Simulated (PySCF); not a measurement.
**SMILES P1CCP(N)CC1, C₄H₁₁NP₂**

Geometry:
```json
{"atom": "N1", "x (Å)": "2.447", "y (Å)": "-0.737", "z (Å)": "0.548"}
{"atom": "P2", "x (Å)": "1.168", "y (Å)": "-0.505", "z (Å)": "-0.581"}
{"atom": "C3", "x (Å)": "-0.144", "y (Å)": "-1.370", "z (Å)": "0.416"}
{"atom": "C4", "x (Å)": "-1.534", "y (Å)": "-0.984", "z (Å)": "-0.073"}
{"atom": "P5", "x (Å)": "-1.947", "y (Å)": "0.751", "z (Å)": "0.462"}
{"atom": "C6", "x (Å)": "-0.644", "y (Å)": "1.617", "z (Å)": "-0.549"}
{"atom": "C7", "x (Å)": "0.746", "y (Å)": "1.230", "z (Å)": "-0.059"}
{"atom": "H8", "x (Å)": "2.735", "y (Å)": "-1.713", "z (Å)": "0.553"}
{"atom": "H9", "x (Å)": "3.258", "y (Å)": "-0.188", "z (Å)": "0.273"}
{"atom": "H10", "x (Å)": "-0.004", "y (Å)": "-1.109", "z (Å)": "1.471"}
{"atom": "H11", "x (Å)": "0.009", "y (Å)": "-2.449", "z (Å)": "0.305"}
{"atom": "H12", "x (Å)": "-2.287", "y (Å)": "-1.652", "z (Å)": "0.357"}
{"atom": "H13", "x (Å)": "-1.588", "y (Å)": "-1.062", "z (Å)": "-1.164"}
{"atom": "H14", "x (Å)": "-2.981", "y (Å)": "0.935", "z (Å)": "-0.468"}
{"atom": "H15", "x (Å)": "-0.800", "y (Å)": "2.694", "z (Å)": "-0.438"}
{"atom": "H16", "x (Å)": "-0.759", "y (Å)": "1.359", "z (Å)": "-1.606"}
{"atom": "H17", "x (Å)": "1.498", "y (Å)": "1.900", "z (Å)": "-0.491"}
{"atom": "H18", "x (Å)": "0.817", "y (Å)": "1.289", "z (Å)": "1.032"}
```

Theory: GIAO PBE0/3-21G magnetisability, non-relativistic, IEF-PCM water (PySCF). Geometry: GFN2-xTB.

(1) What are the magnetisability and the molar susceptibility?

(2) Split it along the inertial axes a, b, c into diamagnetic and paramagnetic parts about the centre of mass, with the quadrupole moment.

## Answers

(1) Isotropic -1609 × 10⁻³⁰ J/T², or -96.9 × 10⁻⁶ cm³/mol; principal values -1711, -1599, -1517 × 10⁻³⁰ J/T², anisotropy 169 × 10⁻³⁰ J/T² (root of half the summed squared differences of the principal values). The susceptibility is in cgs units.

(2) 
```csv
axis,χ (10⁻⁶ cm³/mol),diamagnetic (10⁻⁶ cm³/mol),paramagnetic (10⁻⁶ cm³/mol),summed x² of all electrons (Å²),quadrupole Θ (D Å)
a,-101.9,-515.9,414.0,201.3,+6.78
b,-96.3,-998.3,902.0,87.6,+6.50
c,-92.5,-1225.3,1132.8,34.0,-13.27
```
Anisotropies 2χaa − χbb − χcc = -15.0 and 2χbb − χaa − χcc = +1.9 × 10⁻⁶ cm³/mol. Θ is traceless in Buckingham's convention.
